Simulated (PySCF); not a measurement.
C₄H₃ClO₂.
Bonds: C1–O2, O2–C3, C3–C4 (double), C4–Cl5, C4–C6, C6–O7 (double), C3–C6. Hydrogens: H8, H9, H10 on C1.

A GFN2-xTB structure was refined with PySCF, PBE0/cc-pVDZ geometry optimisation, gas phase. Its GFN2-xTB values:

```tsv
coordinate	GFN2-xTB
C1–O2	1.429 Å
C1–H8	1.089 Å
O2–C3	1.307 Å
C3–C4	1.361 Å
C3–C6	1.446 Å
C4–Cl5	1.689 Å
C4–C6	1.426 Å
C6=O7	1.193 Å
C1–O2–C3	116.3°
O2–C3–C4	146.1°
O2–C3–C6	152.8°
C3–C4–Cl5	143.8°
C3–C4–C6	62.5°
C3–C6–C4	56.5°
C3–C6–O7	150.5°
Cl5–C4–C6	153.8°
C1–O2–C3–C4	179°
```

Task: How do these coordinates change at the PBE0/cc-pVDZ level?

Result: 
| coordinate | PBE0/cc-pVDZ (Å or °) | change |
| --- | --- | --- |
| C3–C6 | 1.461 | +0.015 |
| C4–Cl5 | 1.702 | +0.013 |
| C4–C6 | 1.437 | +0.011 |
| C3–C4 | 1.352 | -0.009 |
| C1–O2 | 1.436 | +0.007 |
| C6=O7 | 1.200 | +0.007 |
| C1–H8 | 1.095 | +0.006 |
| O2–C3 | 1.309 | +0.002 |
| Cl5–C4–C6 | 151.7 | -2.1 |
| C1–O2–C3 | 114.4 | -1.9 |
| O2–C3–C4 | 144.4 | -1.7 |
| O2–C3–C6 | 154.3 | +1.5 |
| C3–C4–Cl5 | 145.2 | +1.4 |
| C3–C6–C4 | 55.6 | -0.9 |
| C3–C6–O7 | 151.2 | +0.7 |
| C3–C4–C6 | 63.1 | +0.6 |
| C1–O2–C3–C4 | 180 | +1 |

The energy falls by 0.78 kcal/mol over 14 energy and gradient evaluations, the largest force component goes from 0.0151 to 3.7e-04 Eh/bohr, and the atoms move by 0.327 Å rms after alignment. The bond that changes most is C3–C6 (unsaturated ring carbon to ring carbonyl carbon), which lengthens by 0.015 Å. Bonds longer at the end by more than 0.005 Å: 8 of 10; shorter: 1. Among the dihedrals that turn most is H9–C1–O2–C3, from 23° to 59°. Rotational constants go from 3389, 1393, 993.3 to 3326, 1394, 988.7 MHz.

The run used 117 basis functions and 94 SCF cycles in all. Hardware: an Arm Neoverse N1 with one thread (shared host). Cost: 88 s wall, 0.54 GiB resident at most.

Not checked by PBE0/cc-pVDZ frequencies. The numbers are those of one conformer.
